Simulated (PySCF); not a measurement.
Computed IR spectrum (relative IR intensity) of a molecule CH₇BOSi. Geometry optimised at PBE-D3(BJ)/def2-SVP. Other conformers were not sampled. Level of theory: PBE-D3(BJ)/def2-SVP (PySCF). Frequencies are harmonic and unscaled.

Lines under 2 % of the strongest are left out, and lines within 2 cm⁻¹ are merged.

```
ν (cm⁻¹)  relative intensity
--------  ------------------
654                      7.1
698                      9.3
706                       12
856                      6.0
908                       14
916                       20
934                       98
957                       14
993                      5.6
1119                     4.9
1250                     5.0
1338                     100
1405                      67
2169                      19
2192                      27
2194                      32
2463                      45
3080                     3.2
```

Q: Which molecule gave these data?
(A) CBO[SiH3]
(B) COB[SiH3]
(C) CB(O)[SiH3]

A: A, CBO[SiH3]
